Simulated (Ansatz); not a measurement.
Total energies of `[Cl][In]([Cl])[Cl]`.

Z-matrix (Å, degrees):
```
In
Cl 1 2.293
Cl 1 2.293 2 120.0
Cl 1 2.293 2 120.0 3 -179.9
```

Charge 0, multiplicity 1. Correlated methods include outer-core shells of In, which these sets cover unevenly. In takes the def2 core potential. Geometry: relaxed with PBE0-D4/def2-TZVP. Basis def2-TZVPP, Ansatz.

RPA on PBE orbitals: Hartree–Fock energy of these orbitals -1567.85898 Eh, correlation -1.28828 Eh (frozen core).

| functional | energy without D4 (Eh) | D4 term (kJ/mol) |
| --- | --- | --- |
| r2SCAN | -1570.91537 | -3.0 |
| CAM-B3LYP | -1570.95188 | -12.4 |

Give the same for LDA (SPW92), PBE, revPBE, BLYP, B97M-V, PBE0, B3LYP, r2SCANh, r2SCAN0, HSE06 (plane-wave form), BHLYP, LC-ωPBE, ωB97X-V, ωB97M-V, B2PLYP, PBE-QIDH. (An estimate is asked.)

The calculation gave: 
```
             functional  energy without D4 (Eh)  D4 term (kJ/mol)
            LDA (SPW92)             -1566.15772                 –
                    PBE             -1570.36970             -13.2
                 revPBE             -1570.72546             -26.0
                   BLYP             -1570.87812             -26.6
                 B97M-V             -1570.57971                 –
                   PBE0             -1570.48035             -11.6
                  B3LYP             -1571.03974             -21.7
                r2SCANh             -1570.89751              -3.4
                r2SCAN0             -1570.87205              -3.8
HSE06 (plane-wave form)             -1570.45639             -11.2
                  BHLYP             -1570.85637             -22.3
                LC-ωPBE             -1570.58323                 –
                ωB97X-V             -1570.70707                 –
                ωB97M-V             -1570.81848                 –
                 B2PLYP             -1570.33165                 –
               PBE-QIDH             -1570.02836                 –
```

B3LYP takes the VWN-RPA correlation (the form of Gaussian; ORCA's B3LYP/G). HSE06 is the plane-wave form, built on full-range PBE exchange. The double hybrids freeze the cores in their second-order part.

LC-ωPBE has ω = 0.4 bohr⁻¹.
